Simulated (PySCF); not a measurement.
Species: cis-Ti(NH3)2F4 (singlet state).
Bonds: Ti1–N2, Ti1–F6, Ti1–N7, Ti1–F11, Ti1–F12, Ti1–F13. Hydrogens: H3, H4, H5 on N2; H8, H9, H10 on N7.

Computed with PBE0-D3(BJ)/def2-SVP geometry optimisation, gas phase (PySCF).

(1) How far are the bound atoms from Ti1?

(2) List the angles at Ti1.

(3) Describe the arrangement about Ti1 in numbers.

(4) What are the other bond lengths?

(5) What are the rotational constants (commonest isotopes, rigid rotor)?

Answers

(1) 6 atoms: F6 1.757 Å, F11 1.758 Å, F13 1.793 Å, F12 1.794 Å, N2 2.299 Å, N7 2.300 Å. The nearest atom not counted as bound is H3, at 2.71 Å (others tie with it).

(2) 
```
      angle  degrees  distance of the outer atoms (Å)
  N2–Ti1–F6    172.6                             4.05
 N7–Ti1–F11    172.6                             4.05
F12–Ti1–F13    149.8                             3.46
 F6–Ti1–F11    103.1                             2.75
 F6–Ti1–F12     99.5                             2.71
F11–Ti1–F13     99.5                             2.71
F11–Ti1–F12     99.2                             2.70
 F6–Ti1–F13     99.1                             2.70
  N2–Ti1–N7     88.3                             3.20
  F6–Ti1–N7     84.3                             2.75
 N2–Ti1–F11     84.3                             2.75
 N2–Ti1–F12     79.3                             2.64
 N7–Ti1–F12     79.3                             2.64
 N2–Ti1–F13     79.2                             2.64
 N7–Ti1–F13     79.2                             2.64
```

(3) The three widest angles are 172.6°, 172.6° and 149.8°, the others run from 79.2° to 103.1°. The Ti–F distances aren't all alike: 1.757 to 1.794 Å.

(4) N2–H3 and 5 like bonds 1.019 Å.

(5) A = 1928, B = 1784, C = 1621 MHz: an asymmetric top.

Point group: near C2v, missed by 0.24 Å at most; the miss may be what the optimiser left on a soft mode (C2 holds within 0.08 Å). Charge 0, singlet. Stationary, but not proved a minimum.

Hardware: one thread of an Intel Xeon 6975P-C, shared host with 192 logical CPUs at a one-minute load of 106. Cost: 1.8 min, 0.57 GiB resident at most. This is the geometry optimisation.
